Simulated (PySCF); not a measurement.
SMILES [Cl][GeH3] (H₃ClGe) (CAM-B3LYP/def2-SVP optimised geometry):

```
5

Ge    -0.439    -0.701     0.000
Cl    -1.092     1.362     0.000
H     -0.996    -1.362    -1.264
H     -0.996    -1.362     1.264
H      1.092    -0.701     0.000
```

Computed with CAM-B3LYP/def2-TZVP (PySCF).

### Question
What are the frontier orbital energies and the dipole moment?

### Answer
HOMO-2 -11.95 eV, HOMO-1 -10.15 eV, HOMO -10.15 eV, LUMO 0.67 eV, LUMO+1 1.56 eV; dipole moment 2.02 D.

On the same geometry PBE/def2-TZVP run with PySCF 2.14.0 gives HOMO-2 -9.23 eV, HOMO-1 -7.40 eV, HOMO -7.40 eV, LUMO -1.27 eV, LUMO+1 -0.21 eV; dipole moment 1.85 D.

Meta-Löwdin charges at CAM-B3LYP/def2-TZVP: Ge1 0.48, Cl2 -0.32, H3 -0.05, H4 -0.05, H5 -0.05.
